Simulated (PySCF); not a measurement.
Computed structure and properties of ErF3(NH3)

System: ErF3(NH3) (singlet in the valence; each metal's 4f electrons, 11 of them, lie in its core potential, out of spins and levels); start: template (C3v). Method: PySCF 2.14.0, RKS PBE0, Er lcecp-1-SVP with ECP57, F def2-SVP, N def2-SVP, H def2-SVP; non-relativistic Hamiltonian with scalar-relativistic core potentials where named; density fitting; no spin-orbit coupling.

Input of the relaxation:

```python
mol = gto.M(atom='''
Er     0.01015    -0.01015     0.01015
F      1.20305     1.18275     1.20305
F     -1.18275    -1.20305     1.20305
F      1.20305    -1.20305    -1.18275
N     -1.42315     1.42315    -1.42315
H     -2.03625     2.03625    -0.88605
H     -0.88605     2.03625    -2.03625
H     -2.03625     0.88605    -2.03625''',
    basis={'Er': 'lcecp-1-SVP', 'F': 'def2-SVP', 'N': 'def2-SVP', 'H': 'def2-SVP'},
    ecp={'Er': 'lcecp-1-SVP'},
    charge=0, spin=0)
mf = dft.RKS(mol, xc='PBE0')
mf.grids.atom_grid = (50, 194)  # f atoms: unpruned, at least (60, 302)
mf = mf.density_fit()  # fitting sets: Er AutoAux, F def2-universal-JKFIT, N def2-universal-JKFIT, H def2-universal-JKFIT
mf.conv_tol = 1e-08; mf.max_cycle = 55
mf.kernel(dm0)  # dm0: converged density of the start geometry
# quasi-Newton relaxation in Cartesian coordinates to a largest gradient under 0.00045 Eh/bohr, steps kept in the point group
```

Run from Python with OMP_NUM_THREADS=2; the lines above give its settings. Where DIIS fails, smearing, a level shift and second-order steps follow.
It took 32 s on 2 threads of Arm Neoverse V2 (shared host), from the converged density of the start.

Course of the relaxation:

```
step  energy above end (eV)  largest force component within the symmetry (eV/Å)
   0                 0.2879                                               1.292
   1                 0.1144                                               0.623
   2                 0.0604                                               0.251
   3                 0.0266                                               0.216
   4                 0.0064                                               0.063
   5                 0.0046                                               0.065
   6                 0.0004                                               0.027
   7                 0.0000                                               0.008
   8                 0.0000                                               0.005
```

Relaxed geometry (C3v):

```xyz
8

Er    0.0950   -0.0950    0.0950
F     1.0612    1.3789    1.0612
F    -1.3789   -1.0612    1.0612
F     1.0612   -1.0612   -1.3789
N    -1.3287    1.3287   -1.3287
H    -1.9387    1.9387   -0.7805
H    -0.7805    1.9387   -1.9387
H    -1.9387    0.7805   -1.9387
```

```json
{"contact": "Er1–F2 (F)", "Å": "2.010"}
{"contact": "Er1–F3 (F)", "Å": "2.010"}
{"contact": "Er1–F4 (F)", "Å": "2.010"}
{"contact": "Er1–N5 (NH3)", "Å": "2.466"}
```

On the finer grid (75, 302):

```yaml
HOMO: -9.54 eV
LUMO: -0.78 eV
Dipole_about_the_centre_of_mass: 5.93 D
Set_of_Mulliken_populations_of_Er1_outside_the_core_potential: s 2.19, p 6.37, d 1.21, f 0.08
D3_BJ_dispersion_energy_not_in_the_energies: -0.105 eV
```

| atom | Mulliken (e) | Löwdin (e) | spin (e) |
| --- | --- | --- | --- |
| Er1 | 1.14 | 0.64 | 0.00 |
| F2 | -0.45 | -0.32 | 0.00 |
| F3 | -0.45 | -0.32 | 0.00 |
| F4 | -0.45 | -0.32 | 0.00 |
| N5 | -0.31 | -0.01 | 0.00 |
| H6 | 0.18 | 0.12 | 0.00 |
| H7 | 0.18 | 0.12 | 0.00 |
| H8 | 0.18 | 0.12 | 0.00 |

The 4f levels lie in the core potential and are missing. Their spin isn't counted.

On the grid (50, 194), as all that follows. Harmonic modes: a minimum within the noise of the softest modes; lowest 55 cm⁻¹ (negative: unstable), highest 3612 cm⁻¹, zero-point energy 1.164 eV.

Taking off one F (charge -1, singlet; the rest: singlet) in vacuum, both parts rigid, costs 11.21 eV; the small basis without counterpoise inflates it. Most of it is the attraction of opposite charges; other ways to part are cheaper, and one spin state was tried for the rest.

Rigid scan of F along the line from its metal:

distance to F2 (Å), energy (eV) and a bar:
```
     1.71      1.441 #########
     1.81      0.542 ####
     1.91      0.115 #
     2.01      0.000 
     2.11      0.086 #
     2.21      0.301 ##
     2.41      0.928 ######
     2.71      2.012 #############
     3.11      3.333 ######################
     3.61      4.583 ##############################
```

Taking off one NH3 (charge 0, singlet; the rest: singlet) in vacuum, both parts rigid, costs 1.69 eV; the small basis without counterpoise inflates it.

Rigid scan of NH3 along the line from its metal:

(distance to N5 (Å), energy (eV)): (2.17, 0.384), (2.27, 0.146), (2.37, 0.032), (2.47, 0.000), (2.57, 0.024), (2.67, 0.083), (2.87, 0.255), (3.17, 0.545), (3.57, 0.878), (4.07, 1.167)

One start shape was tried, so this needn't be the lowest isomer.

An lcecp potential fixes the number of 4f electrons, so in runs with it no electron can move into or out of that shell.
